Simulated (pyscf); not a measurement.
This saddle point was located with ωB97X-D3(BJ)/def2-SVP in PySCF.

```xyz
6

O     -0.3529    -0.5912     0.6388
Si    -0.8449     0.5141    -0.5172
O     -1.3411    -0.9275    -1.2068
H     -1.8513     1.5182    -0.1608
H     -0.7907    -1.3719    -0.2025
F      0.3400     1.2748    -1.2909
```
Charge 0, spin multiplicity 2.

Surface: doublet, charge 0. Lowest wavenumbers (cm⁻¹): 2090i, 250, 338, 623, 701.

### Question
What reaction is this the transition state of?

### Answer
`[O][SiH]([OH])[F]` [doublet] <-> `[O][SiH]([OH])[F]` [doublet], a hydrogen shift read from left to right: H–O broken and H–O formed. At CCSD(T)/def2-TZVPP + ΔMP2(QZVPP) it lies +1.32 eV from the left side and +1.32 eV from the right (each side as separated species at their lowest minima found). •O–SiH(OH)–F lies 1.00 eV over its isomer HO–Si•(OH)–F (electronic energy, ωB97M-D3(BJ)). One saddle was located; it need not be the lowest between these sides. The CCSD(T) − MP2 part came from Ansatz, without density fitting, on the same reference.
